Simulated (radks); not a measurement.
Results of a calculation; reference values are marked as such.
Sn+, 49 electrons, occupied as [Kr] 4d10 5s2 5p1.

Level of theory: scalar-relativistic Kohn-Sham, PBE, spin-polarised, spherical densities, finite nucleus; open shells are filled with parallel spins first (spin-orbit coupling, left out, can overturn this in heavy ions); Fermi nuclear charge, rms radius 4.6519 fm (a radial shooting solver on a logarithmic mesh with Libxc functionals).

Energy parts (hartree):
| part | energy |
|---|---|
| total | -6176.79603 |
| kinetic | 6448.72441 |
| electron-nucleus | -14922.20125 |
| Hartree | 2461.24747 |
| exchange-correlation | -164.56666 |

Orbitals (lengths in bohr, moments of r in powers of bohr; <r^-3> diverges for s and p1/2; r(max) is where P^2 peaks; r(90%) holds 90 % of the orbital's charge):
orbital,occ.,eigenvalue (hartree),<r>,r(90%),r(max),<r^-3>
1s up,1,-1066.482,0.02906,0.0522,0.01878,-
1s down,1,-1066.481,0.02906,0.0522,0.01878,-
2s up,1,-161.2515,0.1255,0.194,0.1061,-
2s down,1,-161.2513,0.1255,0.194,0.1061,-
2p up,3,-144.7906,0.1096,0.178,0.08494,4696
2p down,3,-144.7902,0.1096,0.178,0.08494,4696
3s up,1,-31.35401,0.3394,0.499,0.3075,-
3s down,1,-31.35344,0.3394,0.499,0.3076,-
3p up,3,-25.97413,0.3377,0.507,0.3009,869.5
3p down,3,-25.97347,0.3377,0.507,0.3010,869.5
3d up,5,-17.69122,0.3146,0.496,0.2511,119.6
3d down,5,-17.69064,0.3146,0.496,0.2511,119.6
4s up,1,-5.21463,0.8186,1.18,0.7456,-
4s down,1,-5.21329,0.8186,1.18,0.7456,-
4p up,3,-3.58963,0.8860,1.30,0.7884,156.4
4p down,3,-3.58810,0.8856,1.30,0.7885,156.5
4d up,5,-1.24320,1.099,1.71,0.8869,14.55
4d down,5,-1.23904,1.094,1.70,0.8866,14.62
5s up,1,-0.66698,2.311,3.39,1.992,-
5s down,1,-0.63912,2.301,3.38,1.975,-
5p up,1,-0.39023,2.892,4.32,2.432,11.76
5p down,0,-0.36000,2.904,4.35,2.418,11.84

The highest occupied level is 5p up at -10.619 eV. The spin density at the nucleus is -1.050 e/bohr^3 (1s -0.081, 2s 0.032, 3s 0.013, 4s 0.038, 5s -1.052). Spin moment in Bohr magnetons: 1. The electron density at the nucleus is 1.966e+05 e/bohr^3 (large components only). Summed over all electrons, <r^2> = 45.15 bohr^2, which gives a Langevin (diamagnetic) susceptibility term of -35.8 x 10^-6 cm^3/mol. The density falls to 0.001 e/bohr^3 at r = 4.21 bohr. For comparison, the ionisation energy in NIST's Atomic Spectra Database is 14.633 eV (measured). In exact Kohn-Sham theory the highest level is minus the ionisation energy, but local and semilocal functionals leave it too shallow, through self-interaction and a potential that decays too fast; potentials with the right tail come closer.
